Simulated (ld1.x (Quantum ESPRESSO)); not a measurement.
## An all-electron radial function and its pseudo partner (copper)

Columns: radius, all-electron u(r) and pseudo u(r) of the 3s shell (level -118.28 eV) of copper in the configuration [Ne] 3s2 3p6 3d10 4s0.5 4p0; LDA (PZ), scalar-relativistic, RRKJ scheme, ld1.x (Quantum ESPRESSO) 7.5.

```csv
r (bohr),all-electron,pseudo
0.075,-0.0976,0.0175
0.150,-0.6979,0.0972
0.225,-0.4745,0.2718
0.300,0.0929,0.5288
0.375,0.6413,0.8186
0.450,1.0308,1.0772
0.525,1.2457,1.2539
0.600,1.3190,1.3272
0.675,1.2947,1.3065
0.750,1.2105,1.2198
0.825,1.0953,1.0991
0.900,0.9681,0.9686
0.975,0.8412,0.8412
1.050,0.7216,0.7216
1.125,0.6128,0.6128
1.200,0.5164,0.5164
1.275,0.4324,0.4324
1.350,0.3603,0.3603
1.425,0.2990,0.2990
1.500,0.2472,0.2472
1.575,0.2038,0.2038
1.650,0.1677,0.1677
1.725,0.1376,0.1376
1.800,0.1127,0.1127
1.875,0.0922,0.0922
1.950,0.0753,0.0753
```

Question: How many radial nodes do the two functions have?

Answer: The all-electron 3s function has n − l − 1 = 2 (the table is too coarse to show those close to the nucleus); the pseudo-wave has 0, since the states of the same l below it are removed with the core.

Question: At about which radius was the pseudo-wave matched?

Answer: 0.95 bohr, where the columns begin to agree (steps of 0.07 bohr).

Question: Is the pseudo-wave norm-conserving?

Answer: Yes: the RRKJ scheme keeps the norm inside the radius equal to the all-electron one, which fixes the energy derivative of the logarithmic derivative at the level.
